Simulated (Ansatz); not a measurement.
Input (CCSDT(Q)/aug-cc-pVDZ; Ansatz, a first-principles code):

Ansatz 0.2 input:
```yaml
crystal:
  periodic: [false, false, false]
  atoms:
    - {symbol: B, position_ang: [-0.79352937, 0.07341225, -0.00687668]}
    - {symbol: N, position_ang: [0.75829670, -0.18305443, 0.03438040]}
    - {symbol: H, position_ang: [-1.31063212, -0.66990919, -0.85355781]}
    - {symbol: H, position_ang: [-1.11257612, 1.25287133, -0.29288637]}
    - {symbol: H, position_ang: [-1.28302308, -0.18833522, 1.10157951]}
    - {symbol: H, position_ang: [1.19392406, 0.45212424, 0.69991940]}
    - {symbol: H, position_ang: [1.17187716, 0.06756860, -0.86133418]}
basis:
  gaussian:
    orbitals: aug-cc-pVDZ
total_charge: -1
magnetization: {spin_polarized: false}
correlation: {method: ccsdt_q, electrons: outside_noble_gas}
```

Output:

```
Functional definition: HF
integrals: 0.14 GiB planned
1507 factors; integrals over basis functions are off by at most 1.4e-7 eV
mean field: 0.24 GiB planned
mean field evaluation 1: about -2231.2496 eV, gradient 1.8e1 eV
mean field evaluation 2: about -2231.2486 eV, gradient 1.8e1 eV
mean field evaluation 4: about -2232.3947 eV, gradient 2.2e0 eV
mean field evaluation 8: about -2232.4106 eV, gradient 5.7e-4 eV
mean field evaluation 16: about -2232.4120 eV, gradient 1.5e-1 eV
mean field -2232.41056606 eV, -82.0395751203 hartree, gradient 1.5e-6 eV, S^2 0.000000; 0 other end points of the search recorded, 0 dependent functions left out
2 core orbitals not correlated
reference -2232.41056606 eV, -82.0395751203 hartree; 7, 7 occupied and 82, 82 virtual orbitals, 1507 factors
second order -8.79066279 eV of doubles, -0.00000000 eV of singles
coupled cluster: 1.90 GiB planned
cycle   1  -9.34108153 eV  change   -5.5e-1 eV  update   8.5e-2
cycle   2  -9.77840222 eV  change   -4.4e-1 eV  update   3.6e-2
cycle   3  -9.98783797 eV  change   -2.1e-1 eV  update   1.8e-2
cycle   4  -9.97253472 eV  change    1.5e-2 eV  update   4.9e-3
cycle   5  -9.96546215 eV  change    7.1e-3 eV  update   2.7e-3
cycle   6  -9.96610998 eV  change   -6.5e-4 eV  update   1.3e-3
cycle   7  -9.96657672 eV  change   -4.7e-4 eV  update   5.0e-4
cycle   8  -9.96643126 eV  change    1.5e-4 eV  update   2.8e-4
cycle   9  -9.96635360 eV  change    7.8e-5 eV  update   1.0e-4
cycle  10  -9.96647162 eV  change   -1.2e-4 eV  update   5.7e-5
cycle  11  -9.96643056 eV  change    4.1e-5 eV  update   2.7e-5
cycle  12  -9.96641669 eV  change    1.4e-5 eV  update   1.2e-5
cycle  13  -9.96640171 eV  change    1.5e-5 eV  update   5.6e-6
cycle  14  -9.96639362 eV  change    8.1e-6 eV  update   2.7e-6
cycle  15  -9.96639166 eV  change    2.0e-6 eV  update   1.3e-6
cycle  16  -9.96639230 eV  change   -6.4e-7 eV  update   6.7e-7
perturbative correction -0.01686741 eV, -0.0006198659 hartree
Total energy: -2242.39382577 eV, -82.4064531480 hartree
```
